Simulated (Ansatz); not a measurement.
`[BH2][SnH2][CH2]F` + SiH₄ → `[BH2][SnH2][SiH3]` + `CF`  (formal exchange of groups at the Sn–C bond)

Gas-phase electronic energies from Ansatz, PBE0-D4/def2-TZVP geometries. CBS: MP2 limit from def2 TZ/QZ plus the TZ coupled-cluster correction, frozen cores. This one scheme is used for every species. Functionals use def2-TZVPP. def2 core potentials past Kr. For Sn outer-core shells are correlated without core-valence functions, which leaves a few kJ/mol of doubt a bond. One conformer a species, not always the lowest.

```csv
level,ΔE (kJ/mol)
PBE0-D4,-76.3
ωB97X-V,-64.7
B2PLYP,-66.0
PBE0,-75.6
CCSD/def2-TZVPP,-65.7
SCS-MP2/def2-QZVPP,-64.6
HF/CBS(def2),-66.0
MP2/CBS(def2),-70.1
```

Task: What does CCSD(T)/CBS give? (An estimate is asked.)

Result: Ansatz gave: -68.3 kJ/mol. The listed levels differ from it by -8.0, 3.6, 2.3, -7.3, 2.6, 3.7, 2.3, -1.8 kJ/mol.

Largest T1 diagnostic among the species: 0.014.
